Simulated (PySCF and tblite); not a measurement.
The numbers below are computed, except where a source is named.
C₅H₈F₄, numbered as in [F:1][CH2:2][CH2:3][CH2:4][CH2:5][C:6]([F:7])([F:8])[F:9]. Geometries GFN2-xTB; weights from B3LYP-D3(BJ)/def2-SVP (IEF-PCM, methanol) energies and GFN2-xTB thermal corrections, with symmetry numbers and mirror pairs. Conformers within 3 kcal/mol (GFN2-xTB free energy) were kept, 8 at most. GIAO shieldings: mPW1PW91/pcSseg-1 (IEF-PCM, methanol). Shifts are against TMS (¹H), TMS (¹³C) at the same level. Run with PySCF (density fitting) and tblite.

Torsions listed: F1–C2–C3–C4, C2–C3–C4–C5, C3–C4–C5–C6. Of a mirror pair one member is shown.

```json
{"conformer": "1", "shape": "66°, -178°, -178°", "point group": "C1", "mirror pair": "yes", "ΔE(DFT)": "0.00", "Δ(G−E) at 350 K": "0.00", "δ C4 (ppm)": "24.6"}
{"conformer": "2", "shape": "-75°, 66°, 177°", "point group": "C1", "mirror pair": "yes", "ΔE(DFT)": "0.01", "Δ(G−E) at 350 K": "0.26", "δ C4 (ppm)": "27.4"}
{"conformer": "3", "shape": "64°, -173°, -68°", "point group": "C1", "mirror pair": "yes", "ΔE(DFT)": "0.21", "Δ(G−E) at 350 K": "0.27", "δ C4 (ppm)": "23.8"}
{"conformer": "4", "shape": "-60°, -67°, -171°", "point group": "C1", "mirror pair": "yes", "ΔE(DFT)": "0.32", "Δ(G−E) at 350 K": "0.15", "δ C4 (ppm)": "20.7"}
{"conformer": "5", "shape": "63°, 172°, 67°", "point group": "C1", "mirror pair": "yes", "ΔE(DFT)": "0.45", "Δ(G−E) at 350 K": "0.22", "δ C4 (ppm)": "25.1"}
{"conformer": "6", "shape": "180°, 180°, 180°", "point group": "Cs", "mirror pair": "no", "ΔE(DFT)": "0.46", "Δ(G−E) at 350 K": "-0.15", "δ C4 (ppm)": "21.2"}
{"conformer": "7", "shape": "70°, -75°, -80°", "point group": "C1", "mirror pair": "yes", "ΔE(DFT)": "0.59", "Δ(G−E) at 350 K": "0.64", "δ C4 (ppm)": "27.0"}
{"conformer": "8", "shape": "174°, 69°, 175°", "point group": "C1", "mirror pair": "yes", "ΔE(DFT)": "1.05", "Δ(G−E) at 350 K": "0.01", "δ C4 (ppm)": "21.8"}
```

Energies in kcal/mol; the thermal term leaves out symmetry numbers and mirror images.

(1) Work out the weights at 350 K and the ¹³C shift of C4 under fast exchange.

For its torsions the set is small; conformers may be missing.

Results:

(1) RT = 0.696 kcal/mol. Each conformer gets RT ln(σ/g), with σ the rotational symmetry number and g = 2 for a mirror pair: 1: σ = 1, g = 2, G = 0.00 + 0.00 − 0.48 = -0.48, 0.00 above the lowest, exp(−ΔG/RT) = 1.000; 2: σ = 1, g = 2, G = 0.01 + 0.26 − 0.48 = -0.22, 0.27 above the lowest, exp(−ΔG/RT) = 0.683; 3: σ = 1, g = 2, G = 0.21 + 0.27 − 0.48 = -0.01, 0.48 above the lowest, exp(−ΔG/RT) = 0.504; 4: σ = 1, g = 2, G = 0.32 + 0.15 − 0.48 = -0.02, 0.47 above the lowest, exp(−ΔG/RT) = 0.511; 5: σ = 1, g = 2, G = 0.45 + 0.22 − 0.48 = 0.19, 0.67 above the lowest, exp(−ΔG/RT) = 0.382; 6: σ = 1, g = 1, G = 0.46 − 0.15 + 0.00 = 0.30, 0.79 above the lowest, exp(−ΔG/RT) = 0.323; 7: σ = 1, g = 2, G = 0.59 + 0.64 − 0.48 = 0.75, 1.23 above the lowest, exp(−ΔG/RT) = 0.171; 8: σ = 1, g = 2, G = 1.05 + 0.01 − 0.48 = 0.58, 1.07 above the lowest, exp(−ΔG/RT) = 0.216. The sum is 3.790, so the weights are 26.4, 18.0, 13.3, 13.5, 10.1, 8.5, 4.5, 5.7 %. The averaged shift is 24.2 ppm. At 298.15 K it is 24.2 ppm. At 298.15 K the leading conformer alone gives 24.6 ppm and bare DFT energies give 24.4 ppm.


Conformer gaps in def2-SVP on xTB geometries can be 2 kcal/mol too large for S=O, P=O and other polar bonds.